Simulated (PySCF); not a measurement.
# Electronic structure of Sr²⁺ (strontium, charge +2) at the M06-2X level

Configuration: [Kr], closed-shell 1S. All numbers are calculated (PySCF 2.14, scalar relativity through the core potential, in def2-SVP with the def2 core potential (28 electrons)).

* Total energy: -29.9955 hartree
* One-electron energy: -45.1418 hartree
* Hartree (Coulomb) energy: 19.0070 hartree
* Exchange-correlation energy: -3.8607 hartree
* ⟨S²⟩: 0.0000
* ⟨L²⟩: 0.000
* Sum of ⟨r⟩: 12.24 bohr
* Sum of ⟨r²⟩: 21.04 bohr²
* Time after the integrals: 0.15 s of wall time on 1 thread of Neoverse-V2 (shared host)

| shell | electrons | mean orbital energy (eV) | rms radius, mean of both spins (bohr) |
| --- | --- | --- | --- |
| 4s | 2 | -60.407 | 1.46 |
| 4p | 6 | -40.155 | 1.67 |

Energies and moments cover only the electrons outside the core potential.
